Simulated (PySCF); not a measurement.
## Dipole moment and polarisability of `Cc1cpc(Cl)cn1`

C₅H₅ClNP.
Structure used (GFN2-xTB), in Å, numbered top down from 1:
```xyz
13
C5H5ClNP angstrom
C     -2.0349   -0.5085   -0.3211
C     -0.6176   -0.0985   -0.0546
C     -0.3595    0.9735    0.7881
P      1.2126    1.5721    1.1966
C      2.1408    0.4344    0.2533
Cl     3.8671    0.5944    0.3098
C      1.5931   -0.5710   -0.5219
N      0.3087   -0.8217   -0.6691
H     -2.0425   -1.3572   -0.9981
H     -2.5901    0.3141   -0.7682
H     -2.5304   -0.7844    0.6081
H     -1.2044    1.4850    1.2328
H      2.2526   -1.2319   -1.0734
```

Level: CAM-B3LYP/def2-SVPD (PySCF), static field, nuclei fixed, core orbitals frozen in the response. The polarisability tensor in these axes (au):

```
x   138.88   6.75   2.23
y     6.75  89.18  19.91
z     2.23  19.91  79.51
```

Q: Give the principal values, the mean and the anisotropy Δα = √{½[(α1 − α2)² + (α2 − α3)² + (α1 − α3)²]}.

A: Principal values 63.77, 103.58 and 140.22 au; mean 102.52 au = 15.19 Å³ = 16.90 × 10⁻⁴⁰ C²·m²/J; Δα = 66.23 au (65 % of the mean).

Q: What is the dipole moment, and where does it point?

A: (-1.94, 0.43, 0.43) D, 2.04 D in size, pointing from the negative to the positive side. Measured along this direction, the outermost atoms are Cl6 at the negative end and H10 and H11 at the positive end.

Q: Give the principal axes and the span of the nuclei along them.

A: Largest value along (0.98, 0.17, 0.09), where the nuclei span 6.49 Å; middle along (-0.19, 0.77, 0.62), 4.14 Å; least along (0.03, -0.62, 0.78), 1.76 Å. The response follows the extents in order.

Q: In TDDFT the mean static polarisability is Σ f/ω² over all singlet excitations (ω in hartree). How much of it do the 8 lowest give? Their energies (eV) and oscillator strengths: 4.26, 0.0089; 4.45, 0.0515; 5.00, 0.0000; 5.23, 0.0347; 5.36, 0.0098; 5.98, 0.4589; 6.01, 0.0003; 6.36, 0.1835.

A: They add up to 16.36 au, 16.0 % of the 102.52 au; the largest single term is 9.51 au, from the state at 5.98 eV. Terms in order: 0.36, 1.93, 0.00, 0.94, 0.25, 9.51, 0.01, 3.36 au. Higher excitations give the rest. The strengths listed sum to 0.748.

Q: Refractivity n − 1 of an ideal gas of it at 273.15 K and 1 atm, from the electronic α?

A: N = p/kT = 2.6868 × 10¹⁹ cm⁻³, so n − 1 = 2π × N × 15.19 × 10⁻²⁴ cm³ = 2565 × 10⁻⁶ at long wavelengths, for an ideal gas.

Q: Find the Langevin capture rate constant for O2+ (31.990 u) meeting this molecule (144.985 u), k = 2.342 × 10⁻⁹ cm³/s × √(α in Å³ / reduced mass in u).

A: The reduced mass is 26.21 u, so k = 1.78 × 10⁻⁹ cm³/s. The formula leaves out the permanent dipole, which adds to the capture rate.

Q: In a dilute gas of rigid molecules at 500 K, how does the orientational term μ²/3kT compare with the electronic polarisability?

A: In Gaussian units μ²/3kT = 20.03 Å³ against 15.19 Å³, a ratio of 1.32; the Debye molar polarisation (4π/3)N_A(α + μ²/3kT) is 88.8 cm³/mol, leaving out the vibrational part.

Geometry: GFN2-xTB; no solvent, vibrations or thermal averaging.

The run behind these numbers computed excited states as well. The run took about 1.9 min of CPU time (with the writing of density and orbital grids) (one thread, shared machine).
